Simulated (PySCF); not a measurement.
# Dipole response of Cl³⁺ (chlorine, charge +3)

[Ne] 3s2 3p2, high-spin 3P determinant. Computed with PySCF 2.14 in aug-cc-pwCVTZ (8s7p5d3f, 75 functions), with no relativity, point nucleus. Coupled (time-dependent) response in atomic units; α is the mean over directions.

```
method  mean α (bohr³)         α xx, yy, zz  C₆ (like pair)  S(−4)
   UHF           4.511  4.826, 4.353, 4.353           12.32  8.517
   PBE           4.364  4.643, 4.225, 4.225           11.84  7.371
  PBE0           4.387  4.680, 4.241, 4.241           11.92  7.526
  BP86           4.353  4.624, 4.218, 4.218           11.80  7.321
 wB97X           4.320  4.625, 4.167, 4.167           11.68  7.155
```

S(−4) is the Cauchy moment in α(ω) = α(0) + S(−4) ω² + …

α(iu) at UHF:

```json
{"u (hartree)": "0", "α(iu) (bohr³)": "4.511"}
{"u (hartree)": "0.0500", "α(iu) (bohr³)": "4.490"}
{"u (hartree)": "0.100", "α(iu) (bohr³)": "4.428"}
{"u (hartree)": "0.200", "α(iu) (bohr³)": "4.205"}
{"u (hartree)": "0.300", "α(iu) (bohr³)": "3.893"}
{"u (hartree)": "0.500", "α(iu) (bohr³)": "3.183"}
{"u (hartree)": "0.750", "α(iu) (bohr³)": "2.384"}
{"u (hartree)": "1.00", "α(iu) (bohr³)": "1.786"}
{"u (hartree)": "1.50", "α(iu) (bohr³)": "1.070"}
{"u (hartree)": "2.00", "α(iu) (bohr³)": "0.7060"}
{"u (hartree)": "3.00", "α(iu) (bohr³)": "0.3811"}
{"u (hartree)": "5.00", "α(iu) (bohr³)": "0.1764"}
```

For an ion, C₆ is the dispersion term alone; charge-induced terms of lower order in 1/R come first.

The components differ because the open shell of this determinant is not spherical; for a pure term their mean is the scalar polarisability.
